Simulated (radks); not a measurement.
Results of a calculation; reference values are marked as such.
The chlorine ion Cl+ inside a hard spherical wall (all orbitals vanish at R), configuration held at [Ne] 3s2 3p4 and not refilled when levels cross. Level of theory: scalar-relativistic Kohn-Sham, PBE, spin-polarised, spherical densities, point nucleus; open shells are filled with parallel spins first (a radial shooting solver on a logarithmic mesh with Libxc functionals). Eigenvalues in eV for spin up, with the zero of energy where the potential of the charges vanishes at infinity; a dash marks a level that is unbound or too diffuse for the functional's potential to be trusted. A positive occupied level is held by the wall or, in an anion where self-interaction has pushed it up, behind a barrier. The pressure on the wall is -dE/dV.

| R (bohr) | E (hartree) | kinetic (hartree) | e(2s) | e(2p) | e(3s) | e(3p) | e(4s, empty) | e(3d, empty) | pressure (GPa) |
|---|---|---|---|---|---|---|---|---|---|
| free | -460.96189 | 463.070 | -265.52 | -204.55 | -33.028 | -20.296 | - | - | 0 |
| 15 | -460.96189 | 463.070 | -265.52 | -204.55 | -33.028 | -20.296 | - | -4.483 | < 0.0001 |
| 12 | -460.96189 | 463.070 | -265.52 | -204.55 | -33.028 | -20.296 | -5.841 | -4.480 | < 0.0001 |
| 7 | -460.96177 | 463.071 | -265.51 | -204.54 | -33.021 | -20.288 | -5.072 | -4.251 | 0.0130 |
| 6 | -460.96082 | 463.082 | -265.45 | -204.48 | -32.981 | -20.247 | -3.888 | -3.927 | 0.149 |
| 4 | -460.89108 | 463.581 | -263.51 | -202.52 | -31.687 | -18.775 | 8.106 | -0.612 | 21.5 |
| 3 | -460.39109 | 466.105 | -256.24 | -195.15 | -26.512 | -12.663 | 37.701 | 8.003 | 314 |
| 2.5 | -459.29535 | 470.456 | -246.48 | -185.21 | -18.074 | -2.902 | 77.116 | 19.479 | 1360 |
| 1.5 | -443.60014 | 514.046 | -189.42 | -126.02 | 75.774 | 94.399 | 393.87 | 104.98 | 47400 |
